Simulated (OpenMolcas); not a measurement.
Re3+.

```json
{"Program": "OpenMolcas 26.06", "Basis": "ANO-RCC-VQZP [9s8p6d4f3g2h]", "Scalar Hamiltonian": "DKH2, point nucleus", "Active space": "4 electrons in 5 orbitals (5d)", "State averaging": "2S+1 = 5 even, 5 roots; 2S+1 = 3 even, 45 roots; 2S+1 = 1 even, 50 roots", "Spin-orbit coupling": "RASSI with atomic mean-field integrals over the reference wave functions, term energies averaged over their components"}
```

Two sets of levels on these reference wave functions, in cm⁻¹ above 5d⁴ ⁵D₀: one from CASSCF and one from MS-CASPT2, IPEA 0.25 Eh, imaginary shift 0.1 Eh (closed shells correlated: 5s 5p).

| Level | Set 1 | Set 2 |
| --- | --- | --- |
| 5d⁴ ⁵D₀ [67 %] | 0.0 | 0.0 |
| 5d⁴ ⁵D₁ | 2530 | 3260 |
| 5d⁴ ⁵D₂ | 5270 | 6290 |
| 5d⁴ ⁵D₃ | 7770 | 8730 |
| 5d⁴ ⁵D₄ | 9940 | 10530 |
| 5d⁴ ³P₀(1) [56 %] | 17840 | 15450 |
| 5d⁴ ³H₄ [58 %] | 19260 | 17770 |
| 5d⁴ ³G₃ [60 %] | 23300 | 21010 |
| 5d⁴ ³H₅ | 23310 | 21890 |
| 5d⁴ ³P₁(1) | 23930 | 20710 |
| 5d⁴ ³F₂(1) [70 %] | 24400 | 21280 |
| 5d⁴ ³H₆ | 25280 | 23810 |
| 5d⁴ ³P₂(1) [59 %] | 29720 | 25950 |
| 5d⁴ ³F₃(1) [55 %] | 30930 | 28090 |
| 5d⁴ ³D₃ [58 %] | 33320 | 29960 |
| 5d⁴ ³G₅ | 33500 | 31530 |

Problem. Which set is which?

Solution. Set 2 is MS-CASPT2. Its levels of the other terms of 5d⁴ lie at 0.87 to 0.94 of the other set's values, as expected, since terms of lower spin or lower L gain more correlation energy than the Hund ground term. Against 12 measured levels (the list in Brasseur, Gamrath and Quinet, At. Data Nucl. Data Tables 157, 101636 (2024)) the mean absolute deviation is 910 cm-1 with it and 2500 cm-1 without; single levels miss by up to 1500 cm-1 with it.

CASPT2 does not keep the components of a term degenerate, so their means are used; among the terms shown or strongly mixed into the levels shown the widest spread is 1000 cm-1 (5d⁴ ¹I, MS-CASPT2). Without dynamic correlation excited terms often stand tens of per cent too high (terms of higher spin than the ground term too low), and those without a measured partner can miss by more than the paired ones (holds for CASSCF). Some levels mix across a computed gap that differs much from the measured one, so their mixing is not that of the real levels (holds for CASSCF). The CASPT2 spread within a term exceeds the gap to the next term for 5d⁴ ³P(1) and 5d⁴ ³H, 5d⁴ ¹I and 5d⁴ ³D, so the order of their levels is uncertain (holds for MS-CASPT2). Computed and measured levels are paired by configuration, term and J; levels that our copy of the source lacks, or whose pairing is in doubt (as where it misses far off the trend of its configuration), stay unpaired and out of the deviations. Only configurations of the active space appear. The table leaves out levels that lie high or whose names do not pair safely across all columns.

A share in square brackets marks a mixed level and gives the weight of the term that names it, the lowest over the columns. A number in round brackets counts repeated terms of one configuration in the order of the reference energies.
